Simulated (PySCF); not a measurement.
1-chlorocyclopenta-1,3-diene (C5H5Cl), SMILES ClC1=CC=CC1.

Coordinates come from a ωB97X-D3(BJ)/def2-SVP optimisation. The values are those of a single conformer.

Vertical ionisation energy (IE) and electron affinity (EA) in eV. Rows of orbital energies are one-electron estimates. Where ΔSCF, EOM or ADC give a negative EA the extra electron is unbound and the value depends on the basis.

```json
[
 {"level": "−ε(HOMO), −ε(LUMO), ωB97X/def2-TZVP (PySCF)", "IE": "8.60", "EA": "-1.26"},
 {"level": "−ε(HOMO), −ε(LUMO), PBE/def2-TZVP (PySCF)", "IE": "(withheld)", "EA": "(withheld)"}
]
```

Q: Some entries are withheld; supply them. (The exact figures need the calculation; the answer reports its results.)

A: 
- −ε(HOMO), −ε(LUMO), PBE/def2-TZVP (PySCF), IE: 5.32
- −ε(HOMO), −ε(LUMO), PBE/def2-TZVP (PySCF), EA: 1.78
